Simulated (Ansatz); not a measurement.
Geometry optimisation, RKS r2SCAN-D4/def2-SVP in Ansatz 0.2.0.

Input file:

```yaml
crystal:
  periodic: [false, false, false]
  atoms:
    - { symbol: O, position_ang: [-0.30333, 1.07601, -0.69876] }
    - { symbol: C, position_ang: [0.45539, 0.03729, -0.00243] }
    - { symbol: Se, position_ang: [-0.81398, -1.32029, 0.80327] }
    - { symbol: H, position_ang: [-0.83505, 0.67808, -1.42689] }
    - { symbol: H, position_ang: [-0.89972, 1.54257, -0.06796] }
    - { symbol: H, position_ang: [1.11382, -0.42945, -0.73799] }
    - { symbol: H, position_ang: [1.04403, 0.53274, 0.77169] }
    - { symbol: H, position_ang: [0.23883, -2.11694, 1.35907] }
total_charge: 1
basis:
  gaussian: { orbitals: def2-SVP }
hamiltonian:
  xc: r2scan
  dispersion: d4
relax:
  f_tol: 0.02
  max_steps: 50
output:
  orbitals: {}
```

Launched with:

```bash
$ ansatz run input.yaml --threads 2 --pin off --max-ram 3072MiB --backend cpu --events-out ev --progress --plain --runs-dir out
```

Question: Where does it end, and by what steps?

Answer: It converged. After 5 steps the energy has fallen by 0.108 eV; C2 moved furthest, 0.07 Å.

| step | energy less start (eV) | largest force component (eV/Å) | accepted |
| --- | --- | --- | --- |
| 0 | 0.0000 | 1.512 | yes |
| 1 | -0.0596 | 0.664 | yes |
| 2 | -0.1008 | 0.360 | yes |
| 3 | -0.1074 | 0.064 | yes |
| 4 | -0.1082 | 0.038 | yes |
| 5 | -0.1084 | 0.014 | yes |

```xyz
8
Properties=species:S:1:pos:R:3
O -0.319 1.049 -0.683
C 0.462 -0.025 0.038
Se -0.819 -1.301 0.790
H -0.844 0.713 -1.443
H -0.907 1.572 -0.093
H 1.113 -0.434 -0.745
H 1.043 0.537 0.780
H 0.271 -2.111 1.357
```

Whether the end is a true minimum wasn't checked by a vibrational analysis.

Time of the run: 13 s on 2 threads of Intel(R) Xeon(R) Platinum 8259CL CPU @ 2.50GHz (Skylake/Cascade Lake), with other jobs on the host, peak memory 0.15 GiB.
